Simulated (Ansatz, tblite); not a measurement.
Clusters of 3 atoms, halide: E(high spin) − E(low spin) (eV) at several levels, gas phase, relaxed structures; Ansatz, xTB through tblite. Each state is relaxed at the level in the geometry column; the other columns are single points. Clusters are the lowest isomers that short searches found in that spin, judged at the geometry's level. Core potentials for Ag, Au, Cd, I, Pb, Sn in the def2 sets, no spin–orbit coupling. xTB has no spin-polarisation term. Singlets are spin-restricted. The structures are stationary points that may keep the symmetry of their start. Correlated methods freeze inner cores and use unrestricted references for open shells. Remarks come from the PBE and PBE0 runs and from stability tests at other levels; not every state was tested. HOMO above LUMO (over both spins in singlets and doublets, within one spin in higher multiplets; at PBE or PBE0), or a gap under 0.15 eV within one spin, warns that the state may not be the lowest or that an electron is smeared out.

| species | state | geometry | GFN1-xTB | GFN2-xTB | r2SCAN-D4/def2-TZVP | PBE0-D4/def2-TZVP | RPA@PBE/def2-TZVP | remarks |
| --- | --- | --- | --- | --- | --- | --- | --- | --- |
| CuCl2 | quartet − doublet | PBE0-D4/def2-TZVP | 5.36 | 6.05 | 3.90 | 3.81 | 3.91 | HOMO above LUMO, gap within one spin near zero |
| Cu2Br⁺ | quintet − singlet | PBE0-D4/def2-TZVP | 6.40 | 11.26 | 5.53 | 5.92 | 5.20 | gap within one spin near zero at PBE or PBE0 (triplet) |
| HAu2⁺ | triplet − singlet | PBE-D4/def2-TZVP | 1.43 | 3.29 | 1.99 | 2.17 | 1.88 | – |
| AgI2 | quartet − doublet | PBE0-D4/def2-TZVP | 5.23 | 5.05 | 4.09 | 3.77 | – | HOMO above LUMO, gap within one spin near zero, gap within one spin near zero at PBE or PBE0 (quartet) |
| SnCl2 | quintet − singlet | r2SCAN-D4/def2-TZVP | 10.44 | 10.40 | 7.33 | 7.52 | 7.31 | – |
| CdCl2 | quintet − singlet | r2SCAN-D4/def2-TZVP | 12.64 | 13.60 | 9.36 | 9.29 | 8.79 | – |
| PbI2 | quintet − singlet | PBE0-D4/def2-SVP | 8.81 | 8.37 | 5.70 | 5.69 | 4.92 | gap within one spin near zero at PBE or PBE0 (quintet) |
| AgF2 | quartet − doublet | PBE-D4/def2-TZVP | 4.09 | 4.86 | 4.36 | 4.76 | 4.16 | gap within one spin near zero |

Problem. Estimate the column for PBE-D4/def2-TZVP.

Solution. CuCl2 3.92; Cu2Br⁺ 5.77; HAu2⁺ 1.91; SnCl2 7.40; CdCl2 9.44; PbI2 5.86; AgF2 4.22.
